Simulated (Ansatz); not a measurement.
Gas-phase electronic energies from Ansatz, PBE0-D4/def2-TZVP geometries. CBS: MP2 limit from def2 TZ/QZ plus the TZ coupled-cluster correction, frozen cores. This one scheme is used for every species. DFT in def2-TZVPP. B3LYP here is the variant with VWN-RPA as its local correlation; programs differ in this. def2 core potentials past Kr. For Ga, Sn outer-core shells are correlated without core-valence functions, which leaves a few kJ/mol of doubt a bond. Scalar relativity is left out up to krypton. One conformer a species, not always the lowest.

Reaction (formal exchange of groups at a Ga–S bond): `F[CH2][GaH][SH]` + `[SnH4]` → `F[CH2][GaH][SnH3]` + H₂S

| level | ΔE (kJ/mol) | difference from CCSD(T)/CBS |
| --- | --- | --- |
| PBE-D4 | 48.0 | 2.1 |
| r2SCAN-D4 | 55.3 | 9.4 |
| PBE0-D4 | 49.0 | 3.1 |
| B3LYP-D4 | 48.0 | 2.1 |
| ωB97X-V | 53.2 | 7.3 |
| ωB97M-V | 51.3 | 5.4 |
| B2PLYP | 50.9 | 5.0 |
| r2SCAN | 55.5 | 9.6 |
| HF/def2-TZVPP | 54.7 | 8.8 |
| MP2/def2-TZVPP | 52.7 | 6.8 |
| SCS-MP2/def2-TZVPP | 52.2 | 6.3 |
| CCSD(T)/def2-TZVPP | 51.6 | 5.7 |
| HF/def2-QZVPP | 54.1 | 8.2 |
| MP2/def2-QZVPP | 49.2 | 3.3 |
| SCS-MP2/def2-QZVPP | 49.4 | 3.5 |
| HF/CBS(def2) | 54.0 | 8.1 |
| CCSD(T)/CBS | 45.9 | 0 |

Largest T1 diagnostic among the species: 0.013.
